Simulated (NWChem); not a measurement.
Program: NWChem. System: C4H8O2, charge 0, spin multiplicity 1, displaced from the optimised geometry. Level: PBE/def2-SVP.

NWChem printed:

```
             Northwest Computational Chemistry Package (NWChem) 7.3.0
             --------------------------------------------------------

                                NWChem Input Module
                                -------------------

 Scaling coordinates for geometry "geometry" by  1.889725989
 (inverse scale =  0.529177249)

 Turning off AUTOSYM since
 SYMMETRY directive was detected!

                             Geometry "geometry" -> ""
                             -------------------------

 Output coordinates in angstroms (scale by  1.889725989 to convert to a.u.)

  No.       Tag          Charge          X              Y              Z
 ---- ---------------- ---------- -------------- -------------- --------------
    1 C                    6.0000    -0.69130200    -0.35474800    -1.16369800
    2 C                    6.0000     0.69130200     0.35474800    -1.16369800
    3 O                    8.0000     1.48655100     0.00000000     0.00000000
    4 C                    6.0000     0.69130200    -0.35474800     1.16369800
    5 C                    6.0000    -0.69130200     0.35474800     1.16369800
    6 O                    8.0000    -1.48655100     0.00000000     0.00000000
    7 H                    1.0000    -1.28279000    -0.05950300    -2.08444300
    8 H                    1.0000    -0.53377800    -1.48338700    -1.21390300
    9 H                    1.0000     1.28279000     0.05950300    -2.08444300
   10 H                    1.0000     0.53377800     1.48338700    -1.21390300
   11 H                    1.0000     0.53377800    -1.48338700     1.21390300
   12 H                    1.0000     1.28279000    -0.05950300     2.08444300
   13 H                    1.0000    -1.28279000     0.05950300     2.08444300
   14 H                    1.0000    -0.53377800     1.48338700     1.21390300

 Effective nuclear repulsion energy (a.u.)     257.7708422113

            Nuclear Dipole moment (a.u.)
            ----------------------------
        X                 Y               Z
 ---------------- ---------------- ----------------
    -0.0000000000     0.0000000000     0.0000000000

      Symmetry information
      --------------------

 Group name             D2
 Group number             11
 Group order               4
 No. of unique centers     4

      Symmetry unique atoms

     1    3    7    8


 Summary of "ao basis" -> "" (spherical)
 ------------------------------------------------------------------------------
[...]
          Charge           :     0
          Spin multiplicity:     1
          Use of symmetry is: on ; symmetry adaption is: on
          Maximum number of iterations: 100
          AO basis - number of functions:   124
                     number of shells:    60
          A Charge density fitting basis will be used.
          CD basis - number of functions:   382
                     number of shells:   130
          Convergence on energy requested:  1.00D-06
          Convergence on density requested:  1.00D-05
          Convergence on gradient requested:  5.00D-04

              XC Information
              --------------
          PerdewBurkeErnzerhof Exchange Functional  1.000
            Perdew 1991 LDA Correlation Functional  1.000 local
           PerdewBurkeErnz. Correlation Functional  1.000 non-local

             Grid Information
             ----------------
          Grid used for XC integration:  medium
          Radial quadrature: Mura-Knowles
          Angular quadrature: Lebedev.
          Tag              B.-S. Rad. Rad. Pts. Rad. Cut. Ang. Pts.
          ---              ---------- --------- --------- ---------
          C                   0.70       49          10.0       434
          O                   0.60       49          10.0       434
          H                   0.35       45          12.0       434
          Grid pruning is: on
          Number of quadrature shells:   188
          Spatial weights used:  Erf1

          Convergence Information
          -----------------------
          Convergence aids based upon iterative change in
          total energy or number of iterations.
          Levelshifting, if invoked, occurs when the
          HOMO/LUMO gap drops below (HL_TOL):  1.00D-02
          DIIS, if invoked, will attempt to extrapolate
          using up to (NFOCK): 10 stored Fock matrices.

                    Damping( 0%)  Levelshifting(0.5)       DIIS
                  --------------- ------------------- ---------------
          dE  on:    start            ASAP                start
          dE off:    2 iters        100 iters           100 iters

      Screening Tolerance Information
      -------------------------------
          Density screening/tol_rho:  1.00D-10
          AO Gaussian exp screening on grid/accAOfunc:  14
          CD Gaussian exp screening on grid/accCDfunc:  20
          XC Gaussian exp screening on grid/accXCfunc:  20
          Schwarz screening/accCoul:  1.00D-08

  int_init: cando_txs set to always be  F
  intd_init: cando_txs set to always be  F

                            NWChem DFT Gradient Module
                            --------------------------

  charge          =   0.00
  wavefunction    = closed shell

  Using symmetry

                         DFT ENERGY GRADIENTS

    atom               coordinates                        gradient
                 x          y          z           x          y          z
   1 C      -1.306371  -0.670377  -2.199070   -0.002033  -0.001359  -0.003126
   2 C       1.306371   0.670377  -2.199070    0.002033   0.001359  -0.003126
   3 O       2.809174   0.000000   0.000000    0.017282   0.000000   0.000000
   4 C       1.306371  -0.670377   2.199070    0.002033  -0.001359   0.003126
   5 C      -1.306371   0.670377   2.199070   -0.002033   0.001359   0.003126
   6 O      -2.809174   0.000000   0.000000   -0.017282   0.000000   0.000000
   7 H      -2.424122  -0.112444  -3.939026   -0.006401   0.002691  -0.011475
   8 H      -1.008694  -2.803195  -2.293944    0.001823  -0.013070  -0.001398
   9 H       2.424122   0.112444  -3.939026    0.006401  -0.002691  -0.011475
  10 H       1.008694   2.803195  -2.293944   -0.001823   0.013070  -0.001398
  11 H       1.008694  -2.803195   2.293944   -0.001823  -0.013070   0.001398
  12 H       2.424122  -0.112444   3.939026    0.006401   0.002691   0.011475
  13 H      -2.424122   0.112444   3.939026   -0.006401  -0.002691   0.011475
  14 H      -1.008694   2.803195   2.293944    0.001823   0.013070   0.001398

                 ----------------------------------------
                 |  Time  |  1-e(secs)   |  2-e(secs)   |
                 ----------------------------------------
                 |  CPU   |       0.00   |       0.00   |
                 ----------------------------------------
                 |  WALL  |       0.00   |       0.00   |
                 ----------------------------------------

 Task  times  cpu:        2.8s     wall:        2.8s

 Total times  cpu:        2.8s     wall:        2.8s
```

Q: Write an NWChem input that would produce this output.

A: One answer among several that fit: 
```
start mol
memory heap 200 mb stack 900 mb global 1100 mb
geometry units angstroms nocenter noautoz
  C     -0.691302    -0.354748    -1.163698
  C      0.691302     0.354748    -1.163698
  O      1.486551     0.000000     0.000000
  C      0.691302    -0.354748     1.163698
  C     -0.691302     0.354748     1.163698
  O     -1.486551     0.000000     0.000000
  H     -1.282790    -0.059503    -2.084443
  H     -0.533778    -1.483387    -1.213903
  H      1.282790     0.059503    -2.084443
  H      0.533778     1.483387    -1.213903
  H      0.533778    -1.483387     1.213903
  H      1.282790    -0.059503     2.084443
  H     -1.282790     0.059503     2.084443
  H     -0.533778     1.483387     1.213903
  symmetry group D2
end
basis spherical
  * library def2-svp
end
basis "cd basis" spherical
  * library weigend_coulomb_fitting
end
dft
  xc xpbe96 cpbe96
  semidirect memsize 60000000 filesize 0
  iterations 100
end
task dft gradient
```
